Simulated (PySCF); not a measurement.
C2H6FGaO, SMILES C[CH2][Ga]([OH])[F]. Atoms are numbered in the order given.

```xyz
11

Ga     0.0269    -0.3873     0.0000
F      1.0401    -1.8184     0.0000
C      0.8268     1.3976     0.0000
C     -0.1667     2.5540     0.0000
H      1.4933     1.4384    -0.8777
H      1.4933     1.4384     0.8777
H     -0.8202     2.5373     0.8864
H     -0.8202     2.5373    -0.8864
H      0.3491     3.5277     0.0000
O     -1.6933    -0.8401     0.0000
H     -2.3030    -0.0957     0.0000
```

Geometry: PBE0-D3(BJ)/def2-SVP. The structure was generated by enumeration; whether it is a known compound was not checked. Other conformers were not sampled.

The numbers are results of TDA-PBE/def2-SVPD run with PySCF, not measurements.

Vertical excitations. The molecule is in vacuum. State labels are in the subgroup Cs.

Computed lowest excited states:
| state | symmetry | energy (eV) | λ (nm) | f | main pairs |
|---|---|---|---|---|---|
| S1 | A' | 5.94 | 209 | 0.117 | HOMO→LUMO 89 % |
| S2 | A" | 6.01 | 206 | 0.009 | HOMO−1→LUMO 73 %, HOMO→LUMO+1 27 % |
| S3 | A" | 6.10 | 203 | 0.027 | HOMO→LUMO+1 72 %, HOMO−1→LUMO 26 % |
| S4 | A' | 6.86 | 181 | 0.035 | HOMO−1→LUMO+1 60 %, HOMO−3→LUMO 21 %, HOMO−2→LUMO 13 % |
| S5 | A' | 7.06 | 176 | 0.005 | HOMO−2→LUMO 61 %, HOMO−3→LUMO 22 %, HOMO→LUMO+2 16 % |
| S6 | A' | 7.08 | 175 | 0.058 | HOMO→LUMO+2 72 %, HOMO−2→LUMO 17 % |
| S7 | A" | 7.17 | 173 | 0.008 | HOMO−4→LUMO 97 % |
| S8 | A" | 7.35 | 169 | 0.002 | HOMO−1→LUMO+2 99 % |
| S9 | A' | 7.40 | 167 | 0.039 | HOMO−3→LUMO 35 %, HOMO→LUMO+3 31 %, HOMO−1→LUMO+1 13 %, HOMO→LUMO+2 6 % |
| S10 | A" | 7.42 | 167 | 0.007 | HOMO−5→LUMO 69 %, HOMO−2→LUMO+1 30 % |
| T1 | A' | 5.25 | 236 | 0 | HOMO→LUMO 99 % |
| T2 | A" | 5.68 | 218 | 0 | HOMO−1→LUMO 73 %, HOMO→LUMO+1 26 % |
| T3 | A" | 5.72 | 217 | 0 | HOMO→LUMO+1 73 %, HOMO−1→LUMO 26 % |
| T4 | A' | 5.95 | 208 | 0 | HOMO−1→LUMO+1 98 % |
Triplets are in the Tamm–Dancoff approximation.
